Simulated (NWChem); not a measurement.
Molecule: InSiH$_{3}$F$_{2}$; SMILES [F][In]([F])[SiH3]

```xyz
7

In    -0.0009     0.2838     0.0010
F     -1.5701     1.4546    -0.0015
F      1.5789     1.4403    -0.0015
Si    -0.0034    -2.2674    -0.0006
H      0.8637    -2.7371     1.1175
H      0.5480    -2.7262    -1.3079
H     -1.4002    -2.7537     0.1772
```
Atoms are numbered in this order, from 1.

Results from NWChem. Structure relaxed at the PBE0/def2-SVP level. def2 effective core potentials on In; no spin-orbit coupling.

Task: What does the run give for PBE/def2-SVP? Quantities: highest occupied level (eV); orbital gap (eV); dipole (D).

Result: 
```yaml
highest occupied level (eV): -7.37
orbital gap (eV): 4.86
dipole (D): 4.31
```
